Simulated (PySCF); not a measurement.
C2H11NSi3, SMILES C[SiH2][Si@@H]1CN[SiH2]1.

Coordinates come from a PBE-D3(BJ)/def2-SVP optimisation. The structure was generated by enumeration; whether it is a known compound was not checked. One conformer was computed; it need not be the lowest.

The numbers are results of PBE-D3(BJ)/def2-SVP run with PySCF, not measurements.

Frequencies are harmonic and unscaled.

| mode | ν (cm⁻¹) | IR (km/mol) | moving atoms (share of kinetic energy) |
|---|---|---|---|
| 1 | 34 | 0.1 | C 40 %, H 30 %, Si 23 % |
| 2 | 51 | 0.3 | Si 36 %, N 33 %, H 24 % |
| 3 | 72 | 0.3 | Si 37 %, H 27 %, C 25 %, N 11 % |
| 4 | 126 | 1.1 | H 51 %, C 23 %, Si 16 %, N 10 % |
| 5 | 159 | 0.1 | H 54 %, Si 27 %, C 18 % |
| 6 | 180 | 0.0 | H 54 %, Si 30 %, C 15 % |
| 7 | 347 | 15.0 | H 49 %, Si 45 % |
| 8 | 366 | 24.7 | H 53 %, Si 30 %, N 11 % |
| 9 | 415 | 60.3 | H 56 %, Si 30 %, N 9 % |
| 10 | 422 | 12.5 | H 59 %, Si 30 % |
| 11 | 454 | 11.7 | H 62 %, Si 37 % |
| 12 | 469 | 3.4 | Si 65 %, H 24 % |
| 13 | 572 | 16.2 | H 95 % |
| 14 | 604 | 75.7 | H 85 %, Si 11 % |
| 15 | 626 | 52.7 | H 64 %, C 27 % |
| 16 | 637 | 18.0 | H 83 %, Si 9 % |
| 17 | 660 | 18.8 | H 56 %, C 31 %, Si 12 % |
| 18 | 679 | 27.3 | H 37 %, C 32 %, Si 30 % |
| 19 | 711 | 28.8 | H 68 %, Si 16 %, C 14 % |
| 20 | 736 | 56.2 | H 68 %, Si 15 %, N 12 % |
| 21 | 799 | 50.5 | H 45 %, N 28 %, Si 21 % |
| 22 | 806 | 180.8 | H 65 %, C 14 %, Si 11 %, N 11 % |
| 23 | 851 | 118.0 | H 75 %, Si 12 %, C 12 % |
| 24 | 857 | 30.6 | H 79 %, C 17 % |
| 25 | 895 | 47.5 | H 96 % |
| 26 | 968 | 152.8 | H 93 % |
| 27 | 1051 | 12.9 | H 38 %, C 32 %, N 30 % |
| 28 | 1128 | 21.4 | H 69 %, C 23 % |
| 29 | 1133 | 1.2 | H 88 %, C 8 % |
| 30 | 1211 | 8.7 | H 80 %, C 20 % |
| 31 | 1291 | 31.9 | H 64 %, N 24 %, C 11 % |
| 32 | 1384 | 5.2 | H 96 % |
| 33 | 1385 | 2.8 | H 96 % |
| 34 | 1432 | 4.8 | H 92 % |
| 35 | 2095 | 167.0 | H 96 % |
| 36 | 2113 | 141.0 | H 97 % |
| 37 | 2133 | 64.7 | H 97 % |
| 38 | 2137 | 82.2 | H 98 % |
| 39 | 2145 | 140.5 | H 96 % |
| 40 | 2910 | 68.8 | H 95 % |
| 41 | 2948 | 31.0 | H 90 %, C 10 % |
| 42 | 2977 | 4.6 | H 97 % |
| 43 | 3079 | 1.9 | H 91 %, C 9 % |
| 44 | 3082 | 2.1 | H 91 %, C 9 % |
| 45 | 3497 | 5.2 | H 93 % |
